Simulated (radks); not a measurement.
Q: Excited configurations of the dysprosium ion Dy2+: one electron is placed in a higher orbital outside [Xe] 4f9. The ground configuration is [Xe] 4f10. All-electron calculation, non-relativistic Kohn-Sham, r2SCAN, spin-polarised, spherical densities, point nucleus; open shells are filled with parallel spins first (spin-orbit coupling, left out, can overturn this in heavy ions); meta-GGA in the generalised Kohn-Sham scheme; relativity is left out, which matters for an element this heavy. Program: a radial shooting solver on a logarithmic mesh with Libxc functionals. Excitation = E - E(ground); binding = E(ion) - E, where the ion is the core of charge +3; n* = 3/sqrt(2 binding) in atomic units, and the quantum defect is n - n*.

outer orbital  excitation (eV)  binding (eV)     n*  quantum defect  eigenvalue (eV)  <r> (bohr)
5d                       5.936        20.580  2.439           2.561          -15.959       2.223
6p                      11.757        14.759  2.880           3.120          -12.679       4.017
6d                      16.910         9.606  3.570           2.430           -8.045       5.592
7s                      16.861         9.656  3.561           3.439           -8.398       6.503
7d                      20.659         5.858  4.572           2.428           -5.004       9.716

Estimate the row for 5f.

A: excitation (eV) 18.784; binding (eV) 7.732; n* 3.980; quantum defect 1.020; eigenvalue (eV) -6.180; <r> (bohr) 5.772. The Delta-SCF ionisation energy is 26.517 eV (NIST Atomic Spectra Database: 22.89 eV, semi-empirical). Self-interaction in the functional shifts the binding energies and quantum defects, so they are the method's values and not measured ones. Relativity is left out here, which matters for elements this heavy. Open shells are spherical and high-spin; term and fine-structure splittings are not resolved.
